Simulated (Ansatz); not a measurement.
`N#[C][GeH]([F])[F]` + CH₃NH₂ → `C[NH][GeH]([F])[F]` + `C#N`  (ligand exchange at a Ge–C bond)

Isolated molecules relaxed with PBE0-D4/def2-TZVP in Ansatz; ΔE leaves out vibrations. CCSD(T)/CBS is the MP2 limit (def2-TZVPP, def2-QZVPP) plus CCSD(T) − MP2 in def2-TZVPP, frozen cores. This one scheme is used for every species. DFT in def2-TZVPP. B3LYP here is the variant with VWN-RPA as its local correlation; programs differ in this. For Ge outer-core shells are correlated without core-valence functions, which leaves a few kJ/mol of doubt a bond. Scalar relativity is left out up to krypton. Each species was taken in one conformer, which may not be the lowest.

`N#[C][GeH]([F])[F]`:

Cartesian coordinates in Å:
```
N 2.301 -0.890 0.426
C 1.245 -0.480 0.229
Ge -0.479 0.243 -0.164
F -1.008 1.039 1.255
F -1.528 -1.090 -0.385
H -0.531 1.177 -1.360
```

CH₃NH₂:

Cartesian coordinates in Å:
```
C -0.480 -0.138 0.270
N 0.885 0.153 -0.131
H -1.238 -0.019 -0.518
H -0.760 0.513 1.102
H -0.540 -1.165 0.636
H 0.965 1.105 -0.464
H 1.168 -0.448 -0.895
```

`C[NH][GeH]([F])[F]`:

```xyz
10

C     0.448   -0.529   -1.242
N    -0.207    0.525   -0.484
Ge   -0.480    0.394    1.280
F    -1.286   -1.107    1.543
F     0.983    0.174    2.183
H     1.541   -0.486   -1.196
H     0.143   -0.479   -2.290
H     0.131   -1.500   -0.860
H    -0.016    1.454   -0.827
H    -1.256    1.553    1.893
```

`C#N`:

```xyz
3

C    -0.023   -0.009   -0.007
N     1.014    0.372    0.298
H    -0.990   -0.363   -0.291
```

CCSD(T)/CBS gives -0.29 eV.

Q: Another level gave -0.26 eV. Which?
A. B97M-V/def2-TZVPP
B. LDA (SPW92)/def2-TZVPP
C. revPBE/def2-TZVPP
D. B3LYP-D4/def2-TZVPP

A: D. B3LYP-D4 -0.26, B97M-V -0.19, LDA (SPW92) -0.30, revPBE -0.14 eV.

Largest T1 diagnostic among the species: 0.014.

The D4 term adds −0.05 eV with B3LYP and −0.03 eV with PBE0; it sums over pairs of atoms, weighted by their polarisabilities, and B3LYP, whose exchange is more repulsive, gets the larger term. Leaving LDA and LC-ωPBE aside and taking each functional with its dispersion term where it has one, the values, not all of them listed here, spread over 0.09 eV, from CAM-B3LYP-D4 to B97M-V. LDA lies −0.12 eV from PBE without D4.
